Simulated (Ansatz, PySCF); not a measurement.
BHO, SMILES B=O.

Geometry: PBE0-D3(BJ)/def2-TZVPD.

Two levels are set side by side: PBE/def2-TZVPD (Ansatz, a first-principles code) and EOM-CCSD/aug-cc-pVDZ (PySCF). PBE by ΔSCF, the other level by its IP root; same geometry, the bases differ. Differences are taken from unrounded values.

| quantity | EOM-CCSD | PBE | PBE minus EOM-CCSD |
|---|---|---|---|
| vertical ionisation energy (eV) | 13.43 | 13.79 | 0.36 |
